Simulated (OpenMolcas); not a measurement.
Lines of Ta I: computed and rescaled rates

| Property | Result |
| --- | --- |
| Program | OpenMolcas 26.06 |
| Method | MS-CASPT2, IPEA 0.25 Eh, imaginary shift 0.1 Eh (closed shells correlated: 5s 5p 6s) |
| Basis | ANO-RCC-VQZP [9s8p6d4f3g2h] |
| Scalar Hamiltonian | DKH2, point nucleus |
| Active space | 3 electrons in 5 orbitals (5d) |
| State averaging | 2S+1 = 4 even, 10 roots; 2S+1 = 2 even, 40 roots |
| Spin-orbit coupling | state interaction with AMFI integrals over the reference wave functions, term energies averaged over their components |

Rates come from the transition moments of the reference wave functions (E1 and E2 in the length form). At fixed line strength A goes as λ^-3 for E1 and M1 and as λ^-5 for E2, so a rate at the computed wavelength can be rescaled to the measured one. Measured vacuum wavelengths follow from level energies in NIST Handbook of Basic Atomic Spectroscopic Data. Branching counts decays inside the model space alone, at computed energies, and the table is only a selection of the E2 and M1 lines, drawn from those between levels with measured partners whose computed energy lies within a factor of 1.5 of the measured one.

```json
{"Upper": "5d3 6s2 4F 5/2", "Lower": "5d3 6s2 4F 3/2", "Type": "M1", "λ computed (nm)": "4251", "λ measured (nm)": "4975", "A computed (s-1)": "5.11e-01", "A rescaled (s-1)": "3.19e-01", "Branching %": "100.0"}
{"Upper": "5d3 6s2 4F 7/2", "Lower": "5d3 6s2 4F 5/2", "Type": "M1", "λ computed (nm)": "4604", "λ measured (nm)": "5118", "A computed (s-1)": "3.96e-01", "A rescaled (s-1)": "2.88e-01", "Branching %": "100.0"}
{"Upper": "5d3 6s2 4P 1/2 [67 %]", "Lower": "5d3 6s2 4F 3/2", "Type": "M1", "λ computed (nm)": "1152", "λ measured (nm)": "1653", "A computed (s-1)": "1.89e-01", "A rescaled (s-1)": "", "Branching %": "70.7"}
{"Upper": "5d3 6s2 4P 5/2", "Lower": "5d3 6s2 4F 7/2", "Type": "M1", "λ computed (nm)": "1341", "λ measured (nm)": "1891", "A computed (s-1)": "1.73e-01", "A rescaled (s-1)": "", "Branching %": "15.2"}
{"Upper": "5d3 6s2 4P 5/2", "Lower": "5d3 6s2 4F 5/2", "Type": "M1", "λ computed (nm)": "1038", "λ measured (nm)": "1381", "A computed (s-1)": "1.38e-01", "A rescaled (s-1)": "", "Branching %": "12.2"}
{"Upper": "5d3 6s2 4F 9/2", "Lower": "5d3 6s2 4F 7/2", "Type": "M1", "λ computed (nm)": "5763", "λ measured (nm)": "6035", "A computed (s-1)": "1.19e-01", "A rescaled (s-1)": "1.04e-01", "Branching %": "100.0"}
{"Upper": "5d3 6s2 4P 1/2 [67 %]", "Lower": "5d3 6s2 4F 3/2", "Type": "E2", "λ computed (nm)": "1152", "λ measured (nm)": "1653", "A computed (s-1)": "3.51e-02", "A rescaled (s-1)": "5.77e-03", "Branching %": "13.1"}
```

Spin-changing lines and M1 lines between different terms are not rescaled, since their strength hangs on the term gaps too.

The largest correction is for 5d3 6s2 4P 1/2 [67 %] → 5d3 6s2 4F 3/2 (E2): 3.51e-02 × (1152 / 1653)^5 = 5.77e-03 s-1, a factor of 0.16.

No measured rate stands beside these. Rescaling mends the energy factor alone: line strengths can still be far off where a level mixes with configurations outside the active space, and weak or spin-changing lines hang on small mixing coefficients that depend on the term gaps too, so rescaling need not improve them.

CASPT2 breaks the degeneracy within a term, and the mean is taken; among the terms shown or strongly mixed into the levels shown the widest spread is 1000 cm-1 (5d3 6s2 4F). With the s shell closed, the reference lacks s² → p², s² → d² and s → d mixing, so excited terms can stand far too high and out of order, with CASPT2 too. The CASPT2 spread within a term exceeds the gap to the next term for 5d3 6s2 2G and 5d3 6s2 4P, so the order of their levels is uncertain. Some terms miss by over 15 % even with CASPT2, which points to a basis or an active space too small for the shells correlated. Computed and measured levels are paired by configuration, term and J; levels that our copy of the source lacks, or whose pairing is in doubt (as where it misses far off the trend of its configuration), stay unpaired. Levels of configurations outside the active space are missing.

A share in square brackets marks a mixed level and gives the weight of the term that names it.
